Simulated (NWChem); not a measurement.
System: 1,1,1-trifluoroethane (C₂H₃F₃); SMILES FC(F)(C)F

Results from NWChem. The geometry was optimised at PBE0/def2-SVP.

For level CAM-B3LYP/def2-TZVPD:

```
Quantity                      Value
---------------------------  ------
highest occupied level (eV)  -12.50
orbital gap (eV)              13.27
```

Q: What are these values for level PBE0/def2-TZVPD?

A: 
- highest occupied level (eV): -10.93
- orbital gap (eV): 11.23
